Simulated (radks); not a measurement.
Values are calculated unless marked as measured or tabulated.
Task: The mean radii <r> (bohr) of the occupied orbitals of an atom or ion are listed with their occupations. Level of theory: non-relativistic Kohn-Sham, PBE, spin-polarised, spherical densities, point nucleus (a radial shooting solver on a logarithmic mesh with Libxc functionals).

| orbital | occ. | <r> |
|---|---|---|
| 1s up | 1 | 0.02332 |
| 1s down | 1 | 0.02332 |
| 2s up | 1 | 0.09769 |
| 2s down | 1 | 0.09767 |
| 2p up | 3 | 0.08272 |
| 2p down | 3 | 0.08271 |
| 3s up | 1 | 0.2302 |
| 3s down | 1 | 0.2303 |
| 3p up | 1 | 0.2176 |

Name the element and its charge. Open shells, if any, are filled with parallel spins first.

Result: Z = 65, terbium, charge +52: Tb52+ in [Ne] 3s2 3p1. The 1s radius gives Z: for a bare nucleus <r> = 1.5/Z, 0.02308 bohr for Z = 65, and screening makes it slightly larger (0.02332 here). The occupations add up to 13, and the charge is Z minus that.
